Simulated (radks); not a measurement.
Values are calculated unless marked as measured or tabulated.
Effect of the nuclear size on neutral manganese, [Ar] 3d5 4s2. Level of theory: Dirac Kohn-Sham, LDA (Slater exchange, Perdew-Wang correlation), spin-unpolarised, spherical densities, finite nucleus; open shells are shared between the two j in proportion to 2j + 1; Fermi nuclear charge, rms radius 3.7057 fm (a radial shooting solver on a logarithmic mesh with Libxc functionals). The rms radius is varied about that value; shifts are against it.

| rms radius (fm) | total energy shift (eV) | density at nucleus (e/bohr^3) | 1s1/2 shift (meV) | 2s1/2 shift (meV) | 3s1/2 shift (meV) |
|---|---|---|---|---|---|
| 3.1276 | -0.0262 | 1.318e+04 | -11.1 | -0.980 | -0.136 |
| 3.3759 | -0.0155 | 1.314e+04 | -6.56 | -0.579 | -0.080 |
| 3.7057 | 0 | 1.309e+04 | 0.000 | 0.000 | 0.000 |
| 3.9614 | 0.0129 | 1.306e+04 | 5.49 | 0.484 | 0.067 |
| 4.5358 | 0.0450 | 1.299e+04 | 19.1 | 1.69 | 0.234 |

Slopes of the eigenvalues against <r^2> in GHz/fm^2, as finite differences over the two radii next to the reference (eigenvalue slopes, not the field-shift constants of lines): 1s1/2 678, 2s1/2 59.8, 3s1/2 8.30.
